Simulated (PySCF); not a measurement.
A side-by-side comparison of computed properties.

First species: C₅H₄O₂S.
Bonds: O1–C2 (double), C2–O3, O3–C4, C4–C5 (aromatic), C5–C6 (aromatic), C6–S7 (aromatic), S7–C8 (aromatic), C4–C8 (aromatic). Hydrogens: H9 on C2; H10 on C5; H11 on C6; H12 on C8.

Second species: C4H10O2S.
SMILES: `CCS(=O)(=O)CC`

Levels: CAM-B3LYP/def2-SVPD for dipole moment, HOMO energy, LUMO energy, HOMO–LUMO gap, static isotropic polarisability and electronic spatial extent ⟨r²⟩ about the centre of nuclear charge; TDDFT CAM-B3LYP/def2-SVPD for lowest singlet excitation; TDA CAM-B3LYP/def2-SVPD for lowest triplet excitation (Tamm–Dancoff); ΔSCF CAM-B3LYP/def2-SVPD for vertical ionisation energy; PBE0-D3(BJ)/def2-SVP for rotational constant A and rotational constant C. Geometries: PBE0-D3(BJ)/def2-SVP. Each structure is a single optimised conformer of the isolated species, non-relativistic unless stated; the electronic structure was computed with PySCF and density fitting.

The conformers computed, where there is a choice (atom-mapped SMILES and torsion angles):
- `[O:1]=[CH:2][O:3][c:4]1[cH:5][cH:6][s:7][cH:8]1`: O1–C2–O3–C4 0°, C2–O3–C4–C5 3°
- `[CH3:1][CH2:2][S:3](=[O:4])(=[O:5])[CH2:6][CH3:7]`: C1–C2–S3–O4 -65°, C2–S3–C6–C7 180°

Values for the first species:

| Item | Value |
| --- | --- |
| Dipole moment | 1.40 D |
| HOMO energy | -8.19 eV |
| LUMO energy | 0.16 eV |
| HOMO–LUMO gap | 8.35 eV |
| Lowest singlet excitation | 5.55 eV |
| Lowest triplet excitation (Tamm–Dancoff) | 3.66 eV |
| Static isotropic polarisability | 81.9 au |
| Vertical ionisation energy | 8.91 eV |
| Electronic spatial extent ⟨r²⟩ about the centre of nuclear charge | 1165 bohr² |
| Rotational constant A | 5.396 GHz |
| Rotational constant C | 0.910 GHz |

**Question.** Estimate the same properties for the second species, and the change in each.

**Answer.** 
```json
{"property": "dipole moment", "first": "1.40 D", "second": "4.61 D", "second less first": "+3.21 D"}
{"property": "HOMO energy", "first": "-8.19 eV", "second": "-9.61 eV", "second less first": "-1.42 eV"}
{"property": "LUMO energy", "first": "0.16 eV", "second": "0.71 eV", "second less first": "+0.55 eV"}
{"property": "HOMO–LUMO gap", "first": "8.35 eV", "second": "10.32 eV", "second less first": "+1.97 eV"}
{"property": "lowest singlet excitation", "first": "5.55 eV", "second": "7.45 eV", "second less first": "+1.90 eV"}
{"property": "lowest triplet excitation (Tamm–Dancoff)", "first": "3.66 eV", "second": "7.26 eV", "second less first": "+3.60 eV"}
{"property": "static isotropic polarisability", "first": "81.9 au", "second": "76.7 au", "second less first": "-5.2 au"}
{"property": "vertical ionisation energy", "first": "8.91 eV", "second": "10.39 eV", "second less first": "+1.48 eV"}
{"property": "electronic spatial extent ⟨r²⟩ about the centre of nuclear charge", "first": "1165 bohr²", "second": "977 bohr²", "second less first": "-188 bohr²"}
{"property": "rotational constant A", "first": "5.396 GHz", "second": "4.291 GHz", "second less first": "-1.105 GHz"}
{"property": "rotational constant C", "first": "0.910 GHz", "second": "1.466 GHz", "second less first": "+0.556 GHz"}
```

On the first: The dipole equals about 4.7 × 10⁻³⁰ C·m (1 D = 3.33564 × 10⁻³⁰ C·m). The ΔSCF ionisation energy exceeds −ε(HOMO) by 0.72 eV with CAM-B3LYP.

On the second: Point group C2v permits a dipole; with 4.61 D the species has a pure rotational spectrum. No computed singlet falls in the visible range (750 to 380 nm, 1.65 to 3.26 eV); S1 lies 4.19 eV above its blue end.
